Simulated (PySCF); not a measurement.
H3O4P, SMILES O=P(O)(O)O. The structure is a stationary point at TPSSh-D3(BJ)/def2-SVP. The values are those of a single conformer.

Calculation: TPSSh-D3(BJ)/def2-SVP (PySCF).

Harmonic wavenumbers (cm⁻¹): 148, 148, 310, 365, 365, 437, 437, 443, 824, 915, 915, 1018, 1029, 1029, 1314, 3785, 3785, 3788. Rotational constants (GHz): 4.437, 4.356, 4.356; symmetry number 3.

### Question
Work out the zero-point energy and the ideal-gas rigid-rotor harmonic-oscillator thermochemistry at 298.15 K and 1 atm.

### Answer
ZPE = ½ Σ hcν = ½ × 21055 cm⁻¹ = 125.94 kJ/mol. H − E(el) = 145.03 kJ/mol. Entropy in J/(mol K): translation 165.93, rotation 98.60, vibration 50.95, total 315.47. G − E(el) = 50.97 kJ/mol. Cp = 97.99 J/(mol K). Modes under 150 cm⁻¹ make the vibrational entropy uncertain.
